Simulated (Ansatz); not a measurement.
`N[SiH](F)Cl` + F• → `[NH][SiH](F)Cl`• + H–F at 500 K and 1 bar (hydrogen abstraction from the N–H bond).

Gas-phase electronic energies from Ansatz, PBE0-D4/def2-TZVP geometries. CCSD(T)/CBS is the MP2 limit (def2-TZVPP, def2-QZVPP) plus CCSD(T) − MP2 in def2-TZVPP, frozen cores. This one scheme is used for every species, atoms too. No spin–orbit coupling; open shells (•) take unrestricted orbitals. Spin–orbit coupling would lower the free atoms: a little for F. One conformer a species, not always the lowest.

```csv
species,CCSD(T)/CBS energy (Eh),H − E (kJ/mol),S (J/(mol·K))
`N[SiH](F)Cl`,-905.31614,141.3,367.1
F•,-99.66871,10.4,171.2
`[NH][SiH](F)Cl`•,-904.62098,103.8,364.6
H–F,-100.39570,39.4,188.7
```

H − E and S are ideal-gas, rigid-rotor, harmonic terms from PBE0-D4/def2-TZVP, for one conformer and one mirror image of each species, with the whole ground term of open shells counted as degenerate. 1 Eh = 2625.50 kJ/mol, R = 8.31446 J/(mol·K).

**Question.** By hand: ΔE, ΔH, ΔS and ΔG.

**Answer.** ΔE = (-904.62098) + (-100.39570) − (-905.31614) − (-99.66871) = -0.03183 Eh = -83.6 kJ/mol. Δ(H − E) = 103.8 + 39.4 − 141.3 − 10.4 = -8.5, so ΔH = -92.1 kJ/mol. ΔS = 364.6 + 188.7 − 367.1 − 171.2 = 15.0 J/(mol·K). ΔG = -92.1 − 500 × (15.0)/1000 = -99.6 kJ/mol.

**Question.** By hand: the equilibrium constant, and the temperature at which ΔG would vanish if ΔH and ΔS stayed fixed.

**Answer.** log₁₀ K = −ΔG/(RT ln 10) = 10.4. ΔH and −TΔS have one sign here, so there is no such temperature.

ΔH outweighs TΔS. A doubt of 5 kJ/mol in ΔE shifts log₁₀ K by 0.5 here. Other conformers and mirror images would add mixing entropy, several J/(mol·K) or more a flexible species. These are equilibria of isolated gas molecules and say nothing of rates. Largest T1 diagnostic: 0.012 (customary marks: 0.02 for closed shells, 0.045 for open ones).
